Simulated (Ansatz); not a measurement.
Start from `[SiH3]OCI` and change one atom or group to get `OCO[SiH3]`.

Ansatz, PBE0-D4/def2-TZVP geometries, multiplicity 1. Each molecule was computed in one conformer, which needn't be the lowest.

Elements past krypton have def2 core potentials.  Spin–orbit coupling is left out; it splits and shifts lone-pair levels of the heavy atoms by tenths of an eV.

```
                                          property  `[SiH3]OCI`
                 HOMO energy (PBE/def2-TZVPP) / eV        -6.17
               HOMO energy (B3LYP/def2-TZVPP) / eV        -7.09
              HOMO–LUMO gap (PBE0/def2-TZVPP) / eV         6.33
size of the dipole moment (ωB97M-V/def2-TZVPP) / D         1.57
           HOMO–LUMO gap (ωB97M-V/def2-TZVPP) / eV        10.43
             HOMO energy (ωB97M-V/def2-TZVPP) / eV        -9.52
```

Question: What does the change do to each property? (Estimate.)

Answer: The calculation gave: 
```tsv
property	`OCO[SiH3]`	shift
HOMO energy (PBE/def2-TZVPP) / eV	-6.63	-0.46
HOMO energy (B3LYP/def2-TZVPP) / eV	-7.98	-0.89
HOMO–LUMO gap (PBE0/def2-TZVPP) / eV	8.42	2.09
size of the dipole moment (ωB97M-V/def2-TZVPP) / D	1.42	-0.15
HOMO–LUMO gap (ωB97M-V/def2-TZVPP) / eV	12.46	2.03
HOMO energy (ωB97M-V/def2-TZVPP) / eV	-10.59	-1.07
```

With PBE0 the HOMO falls by 0.85 eV and the LUMO rises by 1.25 eV, so the gap widens by about 2.10 eV. PBE moves the HOMO by -0.46 eV and ωB97M-V by -1.07 eV. Dipoles are sizes alone; their direction can turn.

B3LYP here is the variant with VWN-RPA as its local correlation; programs differ in this.
